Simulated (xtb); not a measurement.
xtb input (GFN2-xTB):

```bash
xtb mol.xyz --gfn 2 --ohess tight --chrg 0 --uhf 0
```
mol.xyz:
```
6

Ti    -0.61320421    -0.02101403    -0.20810875
H     -0.84920807    -0.90265638     1.17840169
H     -1.58077807     1.32723263    -0.42095874
H     -0.49242800    -0.97550394    -1.58898859
S      1.55983578     0.85852131     0.12383036
H      1.99275254    -0.18387431     0.85893101
```

End of the output:

```

    mode    ω/cm⁻¹     T·S(HO)/kcal·mol⁻¹    T·S(FR)/kcal·mol⁻¹   T·S(vib)
   ------------------------------------------------------------------------
       1     93.88    -1.06663 ( 92.55%)    -0.86927 (  7.45%)    -1.05193
   ------------------------------------------------------------------------

   temp. (K)  partition function   enthalpy   heat capacity  entropy
                                   cal/mol     cal/K/mol   cal/K/mol   J/K/mol
 298.15  VIB   5.87                 1479.392     10.609      8.429
         ROT  0.289E+05              888.752      2.981     23.390
         INT  0.169E+06             2368.144     13.590     31.819
         TR   0.744E+27             1481.254      4.968     39.179
         TOT                        3849.3983    18.5577    70.9981   297.0563

       T/K    H(0)-H(T)+PV         H(T)/Eh          T*S/Eh         G(T)/Eh
   ------------------------------------------------------------------------
    298.15    0.613441E-02    0.294048E-01    0.337335E-01   -0.432875E-02
   ------------------------------------------------------------------------

         :::::::::::::::::::::::::::::::::::::::::::::::::::::
         ::                  THERMODYNAMIC                  ::
         :::::::::::::::::::::::::::::::::::::::::::::::::::::
         :: total free energy          -6.943595376967 Eh   ::
         ::.................................................::
         :: total energy               -6.939266631399 Eh   ::
         :: zero point energy           0.023270359192 Eh   ::
         :: G(RRHO) w/o ZPVE           -0.027599104760 Eh   ::
         :: G(RRHO) contrib.           -0.004328745568 Eh   ::
         :::::::::::::::::::::::::::::::::::::::::::::::::::::

optimized geometry written to: xtbopt.xyz

           -------------------------------------------------
          | TOTAL ENERGY               -6.939266631399 Eh   |
          | TOTAL ENTHALPY             -6.909861865589 Eh   |
          | TOTAL FREE ENERGY          -6.943595376967 Eh   |
          | GRADIENT NORM               0.000173162491 Eh/α |
          | HOMO-LUMO GAP               1.496887264976 eV   |
           -------------------------------------------------

------------------------------------------------------------------------
------------------------------------------------------------------------
 total:
 SCF:
 ANC optimizer:
 analytical hessian:
```
